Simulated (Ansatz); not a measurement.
Cartesian coordinates (Å):
```xyz
11

C      2.2328     0.2603    -0.1019
C      1.0768     0.0150     0.4394
C     -0.0873    -0.2410     0.9631
C     -1.3327    -0.4544     0.1526
O     -2.3412     0.4810     0.4746
H      2.9156    -0.5436    -0.3576
H      2.5532     1.2761    -0.3097
H     -0.1918    -0.2852     2.0451
H     -1.7610    -1.4343     0.3794
H     -1.0851    -0.4342    -0.9153
H     -1.9793     1.3604     0.3341
```
Charge 0, multiplicity 1.

The numbers are results of Ansatz (a quantum-chemistry and plane-wave program) with frozen-core CCSD(T)/def2-TZVPP // PBE0-D3(BJ)/def2-TZVP, not measurements.

| Quantity | Result |
|---|---|
| HF energy | -229.84778 Ha |
| MP2 correlation energy | -0.88047 Ha |

### Question
Estimate the CCSD correlation energy, the (T) correction, the total energy and the T1 diagnostic.

### Answer

```json
{
  "CCSD correlation energy": "-0.91453 Ha",
  "(T) correction": "-0.04039 Ha",
  "CCSD(T) total energy": "-230.80270 Ha",
  "T1 diagnostic": "0.012"
}
```
